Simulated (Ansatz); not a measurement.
Consider the ligand exchange at a Ge–C bond: `[OH][GeH2][CH2]Cl` + CH₃SH → `C[S][GeH2][OH]` + `CCl`.

Calculated with Ansatz (gas phase, PBE0-D4/def2-TZVP geometries, no zero-point term in ΔE). CCSD(T)/CBS is the MP2 limit (def2-TZVPP, def2-QZVPP) plus CCSD(T) − MP2 in def2-TZVPP, frozen cores. This one scheme is used for every species. DFT in def2-TZVPP. B3LYP here is the variant with VWN-RPA as its local correlation; programs differ in this. For Ge outer-core shells are correlated without core-valence functions, which leaves a few kJ/mol of doubt a bond. Scalar relativity is left out up to krypton. One conformer a species, not always the lowest.

```json
{"level": "PBE0-D4", "ΔE (kJ/mol)": "-69.3"}
{"level": "B3LYP-D4", "ΔE (kJ/mol)": "-68.8"}
{"level": "PBE", "ΔE (kJ/mol)": "-69.4"}
{"level": "r2SCAN", "ΔE (kJ/mol)": "-69.4"}
{"level": "PBE0", "ΔE (kJ/mol)": "-68.9"}
{"level": "B3LYP", "ΔE (kJ/mol)": "-68.2"}
{"level": "MP2/def2-TZVPP", "ΔE (kJ/mol)": "-65.3"}
{"level": "MP2/CBS(def2)", "ΔE (kJ/mol)": "-66.9"}
```

Question: What does CCSD(T)/CBS give? (Best estimate.)

Answer: The calculation gave: -63.9 kJ/mol. The listed levels differ from it by -5.4, -4.9, -5.5, -5.5, -5.0, -4.3, -1.4, -3.0 kJ/mol.

Largest T1 diagnostic among the species: 0.011.

In def2-TZVPP, CCSD(T) changes the Hartree–Fock value by +6.4 kJ/mol (the triples alone add −0.8 kJ/mol) and MP2 by +3.5 kJ/mol.
